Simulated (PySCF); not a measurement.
2-methylpenta-1,4-diene (C₆H₁₀), SMILES C(C(=C)C)C=C.

Geometry: PBE0-D3(BJ)/def2-SVP. One conformer was computed; it need not be the lowest.

Two levels are set side by side: PBE/def2-TZVP (PySCF) and r2SCAN/def2-TZVP (PySCF). Same geometry, gas phase. Differences are taken from unrounded values.

```json
[
 {"quantity": "orbital gap (eV)", "PBE": "5.05"},
 {"quantity": "highest occupied level (eV)", "PBE": "-5.99"},
 {"quantity": "lowest empty level (eV)", "PBE": "-0.95"},
 {"quantity": "dipole moment (D)", "PBE": "0.54"},
 {"quantity": "mean polarisability (bohr³)", "PBE": "75.8"}
]
```

Problem. These are the PBE values. What does r2SCAN give? (The exact figures need the calculation; the answer reports its results.)

Solution. 
```tsv
quantity	r2SCAN	PBE minus r2SCAN
orbital gap (eV)	5.46	-0.42
highest occupied level (eV)	-6.18	0.18
lowest empty level (eV)	-0.71	-0.23
dipole moment (D)	0.56	-0.01
mean polarisability (bohr³)	74.8	1.0
```

Rough cost on one machine, each run with all the roots and properties that it gave: r2SCAN against PBE about 4 times.
